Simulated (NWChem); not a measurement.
Species: C₄H₄O₂; SMILES Oc1ccco1

```xyz
10

O     -0.0760     1.9939     0.0000
C      0.0808     0.6703     0.0000
C      1.1610    -0.1674     0.0000
C      0.6011    -1.4890     0.0000
C     -0.7482    -1.3361     0.0000
O     -1.0654    -0.0104     0.0000
H      0.7936     2.4064     0.0000
H      2.2111     0.1150     0.0000
H      1.1452    -2.4312     0.0000
H     -1.5868    -2.0255     0.0000
```
Atoms are numbered in this order, from 1.

All runs: NWChem. Coordinates come from a PBE0/def2-SVP optimisation.

Estimate the computed values for PBE0/cc-pVDZ. Quantities: highest occupied level (eV); orbital gap (eV); dipole (D).


- highest occupied level (eV) = -5.77
- orbital gap (eV) = 6.83
- dipole (D) = 1.78
